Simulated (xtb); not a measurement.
xtb input (GFN2-xTB):

```bash
xtb mol.xyz --gfn 2 --sp --chrg -1 --uhf 0
```
mol.xyz:
```
13

Si     0.15547254    -0.04928128     0.67602614
C      1.54559336    -0.32112827    -0.68249853
C     -1.18401411    -1.24139225    -0.12182904
C     -0.55954532     1.62527128    -0.05646902
H      2.36272233     0.39981518    -0.55963304
H      1.98783709    -1.32111924    -0.59887040
H      1.15511998    -0.21271014    -1.70697571
H     -0.89391370    -2.29267706    -0.00695021
H     -1.32620289    -1.04926708    -1.19730461
H     -2.15768449    -1.12420161     0.36887197
H     -0.75853567     1.55664526    -1.13788973
H     -1.49840895     1.90224451     0.43787504
H      0.14024707     2.45470348     0.10129022
```

End of the output:

```
         :::::::::::::::::::::::::::::::::::::::::::::::::::::
         ::                     SUMMARY                     ::
         :::::::::::::::::::::::::::::::::::::::::::::::::::::
         :: total energy             -12.837886687979 Eh    ::
         :: gradient norm              0.023115221221 Eh/a0 ::
         :: HOMO-LUMO gap              4.092748770466 eV    ::
         ::.................................................::
         :: SCC energy               -13.003790716670 Eh    ::
         :: -> isotropic ES            0.111313790088 Eh    ::
         :: -> anisotropic ES          0.000827532375 Eh    ::
         :: -> anisotropic XC         -0.003173037859 Eh    ::
         :: -> dispersion             -0.009182122601 Eh    ::
         :: repulsion energy           0.165904028691 Eh    ::
         :: add. restraining           0.000000000000 Eh    ::
         :: total charge              -1.000000000000 e     ::
         :::::::::::::::::::::::::::::::::::::::::::::::::::::

           -------------------------------------------------
          |                Property Printout                |
           -------------------------------------------------

    * Orbital Energies and Occupations

         #    Occupation            Energy/Eh            Energy/eV
      -------------------------------------------------------------
         1        2.0000           -0.4405865             -11.9890
         2        2.0000           -0.3733930             -10.1605
         3        2.0000           -0.3733930             -10.1605
         4        2.0000           -0.3278129              -8.9202
         5        2.0000           -0.2797469              -7.6123
         6        2.0000           -0.2753708              -7.4932
         7        2.0000           -0.2753708              -7.4932
         8        2.0000           -0.2651889              -7.2162
         9        2.0000           -0.2629137              -7.1542
        10        2.0000           -0.2629137              -7.1542
        11        2.0000           -0.1681201              -4.5748
        12        2.0000           -0.1681201              -4.5748
        13        2.0000           -0.0896159              -2.4386 (HOMO)
        14                          0.0607898               1.6542 (LUMO)
        15                          0.0607898               1.6542
        16                          0.2164027               5.8886
        17                          0.2283022               6.2124
        18                          0.2283022               6.2124
        19                          0.2951044               8.0302
        20                          0.3707869              10.0896
        21                          0.3739742              10.1764
        22                          0.3739742              10.1764
        23                          0.3875579              10.5460
        24                          0.3875579              10.5460
       ...                                ...                  ...
        30                          0.6602641              17.9667
      -------------------------------------------------------------
                  HL-Gap            0.1504057 Eh            4.0927 eV
             Fermi-level           -0.0144131 Eh           -0.3922 eV

     #   Z          covCN         q      C6AA      α(0)
     1  14 Si       2.586     0.070   195.679    30.700
     2   6 C        3.632    -0.147    23.797     7.022
     3   6 C        3.632    -0.147    23.797     7.022
     4   6 C        3.632    -0.147    23.797     7.022
     5   1 H        0.924    -0.077     4.834     3.438
     6   1 H        0.924    -0.077     4.834     3.438
     7   1 H        0.923    -0.054     4.203     3.206
     8   1 H        0.924    -0.077     4.834     3.438
     9   1 H        0.923    -0.054     4.203     3.206
    10   1 H        0.924    -0.077     4.834     3.438
    11   1 H        0.923    -0.054     4.203     3.206
    12   1 H        0.924    -0.077     4.834     3.438
    13   1 H        0.924    -0.077     4.834     3.438

 Mol. C6AA /au·bohr⁶  :       2245.437569
 Mol. C8AA /au·bohr⁸  :      67773.417105
 Mol. α(0) /au        :         82.015257

Wiberg/Mayer (AO) data.
largest (>0.10) Wiberg bond orders for each atom

 ---------------------------------------------------------------------------
     #   Z sym  total        # sym  WBO       # sym  WBO       # sym  WBO
 ---------------------------------------------------------------------------
     1  14 Si   2.404 --     3 C    0.829     2 C    0.829     4 C    0.829
     2   6 C    3.887 --     6 H    1.006     5 H    1.006     7 H    0.994
                             1 Si   0.829
     3   6 C    3.887 --     8 H    1.006    10 H    1.006     9 H    0.994
                             1 Si   0.829
     4   6 C    3.887 --    12 H    1.006    13 H    1.006    11 H    0.994
                             1 Si   0.829
     5   1 H    0.994 --     2 C    1.006
     6   1 H    0.994 --     2 C    1.006
     7   1 H    0.997 --     2 C    0.994
     8   1 H    0.994 --     3 C    1.006
     9   1 H    0.997 --     3 C    0.994
    10   1 H    0.994 --     3 C    1.006
    11   1 H    0.997 --     4 C    0.994
    12   1 H    0.994 --     4 C    1.006
    13   1 H    0.994 --     4 C    1.006
 ---------------------------------------------------------------------------

Topologies differ in total number of bonds
Writing topology from bond orders to xtbtopo.mol

molecular dipole:
                 x           y           z       tot (Debye)
 q only:        0.180      -0.057       0.783
   full:       -0.214       0.068      -0.930       2.432
molecular quadrupole (traceless):
                xx          xy          yy          xz          yz          zz
 q only:       -2.908      -0.163      -3.370       2.231      -0.707       6.278
  q+dip:       -0.788      -0.044      -0.913       0.604      -0.192       1.701
   full:        0.476       0.027       0.551      -0.365       0.116      -1.027

           -------------------------------------------------
          | TOTAL ENERGY              -12.837886687979 Eh   |
          | GRADIENT NORM               0.023115221221 Eh/α |
          | HOMO-LUMO GAP               4.092748770466 eV   |
           -------------------------------------------------

------------------------------------------------------------------------
Note: The following floating-point exceptions are signalling: IEEE_UNDERFLOW_FLAG IEEE_DENORMAL
normal termination of xtb
------------------------------------------------------------------------
 total:
 SCF:
```

It need not be the lowest isomer of its formula. Whether it binds its extra electron was not tested at this geometry.
